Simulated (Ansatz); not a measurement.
Program: Ansatz 0.2.0.

C$_{2}$H$_{5}$FIn, SMILES `C[CH2][In][F]` radical at its PBE0-D4/def2-TZVP geometry, where that method's forces vanish. Charge 0, multiplicity 2. In takes the def2 core potential.

| atom | x (Å) | y (Å) | z (Å) |
| --- | --- | --- | --- |
| C1 | -0.8245 | 0.3494 | -0.3443 |
| C2 | -0.1302 | -0.5677 | 0.6311 |
| In3 | 2.0856 | 0.0012 | 0.7081 |
| F4 | 2.4949 | 0.5789 | -1.1537 |
| H5 | -1.8605 | 0.0231 | -0.5008 |
| H6 | -0.3304 | 0.3606 | -1.3175 |
| H7 | -0.8655 | 1.3791 | 0.0178 |
| H8 | -0.4958 | -0.5167 | 1.6554 |
| H9 | -0.0735 | -1.6078 | 0.3038 |

For each bond, give half the difference of the two atoms' forces along it (eV/Å; positive pushes the atoms apart) under PBE-D4, r2SCAN-D4, B3LYP-D4, ωB97M-V in def2-TZVPP. (Estimate.)

The calculation gave: 
```
  bond  length (Å)  PBE-D4  r2SCAN-D4  B3LYP-D4  ωB97M-V
 C1–C2       1.508   -0.07       0.07      0.14     0.32
 C1–H5       1.097    0.15       0.02     -0.05    -0.12
 C1–H6       1.091    0.11      -0.04     -0.08    -0.09
 C1–H7       1.092    0.11      -0.04     -0.07    -0.08
C2–In3       2.289    0.10       0.10      0.30    -0.18
 C2–H8       1.089    0.11      -0.06     -0.13    -0.10
 C2–H9       1.092    0.11      -0.04     -0.12    -0.09
In3–F4       1.992    0.44       0.03      0.29    -0.01
```

B3LYP here is the variant with VWN-RPA as its local correlation; programs differ in this.
